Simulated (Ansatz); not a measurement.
Isolated molecules relaxed with PBE0-D4/def2-TZVP in Ansatz; ΔE leaves out vibrations. CCSD(T)/CBS is the MP2 limit (def2-TZVPP, def2-QZVPP) plus CCSD(T) − MP2 in def2-TZVPP, frozen cores. Functionals use def2-TZVPP. B3LYP here is the variant with VWN-RPA as its local correlation; programs differ in this. For Ge outer-core shells are correlated without core-valence functions, which leaves a few kJ/mol of doubt a bond. Scalar relativity is left out up to krypton. One conformer a species, not always the lowest.

`N=C=C[SiH2][GeH3]` + `CSCF` → `CS[SiH2][GeH3]` + `N=C=CCF`  (formal exchange of groups at the Si–C bond)

Task: Is it downhill or uphill in electronic energy at CCSD(T)/CBS, and by how much? (Estimate.)

Result: Computed: Downhill: ΔE = -29.7 kJ/mol.

Task: What do these levels give: B3LYP-D4, ωB97X-V, ωB97M-V, r2SCAN, B3LYP, HF/def2-TZVPP, SCS-MP2/def2-TZVPP, CCSD/def2-TZVPP, MP2/def2-QZVPP, SCS-MP2/def2-QZVPP, HF/CBS(def2), CCSD/CBS(def2)? (An estimate is asked.)

Result: The calculation gave: B3LYP-D4 -28.0, ωB97X-V -28.3, ωB97M-V -27.6, r2SCAN -24.0, B3LYP -24.9, HF/def2-TZVPP -32.7, SCS-MP2/def2-TZVPP -27.8, CCSD/def2-TZVPP -31.3, MP2/def2-QZVPP -26.3, SCS-MP2/def2-QZVPP -27.7, HF/CBS(def2) -31.8, CCSD/CBS(def2) -31.4 kJ/mol.

Largest T1 diagnostic among the species: 0.014.

In def2-TZVPP, CCSD(T) changes the Hartree–Fock value by +3.2 kJ/mol (the triples alone add +1.8 kJ/mol) and MP2 by +6.2 kJ/mol. The D4 term adds −3.1 kJ/mol with B3LYP and −1.7 kJ/mol with PBE0; it sums over pairs of atoms, weighted by their polarisabilities, and B3LYP, whose exchange is more repulsive, gets the larger term. From PBE to PBE0 (25 % exact exchange), in def2-TZVPP and without D4, ΔE moves by −3.9 kJ/mol.
